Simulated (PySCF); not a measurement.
Te(I)(SiH3) (H3ISiTe), SMILES [SiH3][Te]I.

Geometry: B3LYP-D3(BJ)/def2-SVP. The def2 effective core potentials stand for the cores of I, Te; spin–orbit coupling is left out.

Calculation: r2SCAN/def2-TZVPD run with PySCF.

Symmetry labels are those of the subgroup Cs that the program uses (full group Cs).

Computed valence orbital energies around the gap with their symmetry:
```tsv
orbital	symmetry	energy (eV)
HOMO−7	A'	-13.72
HOMO−6	A'	-9.63
HOMO−5	A"	-9.38
HOMO−4	A'	-8.83
HOMO−3	A'	-8.30
HOMO−2	A"	-7.36
HOMO−1	A'	-6.75
HOMO	A"	-5.68
LUMO	A'	-3.76
LUMO+1	A'	-1.42
LUMO+2	A'	0.12
LUMO+3	A'	0.18
```
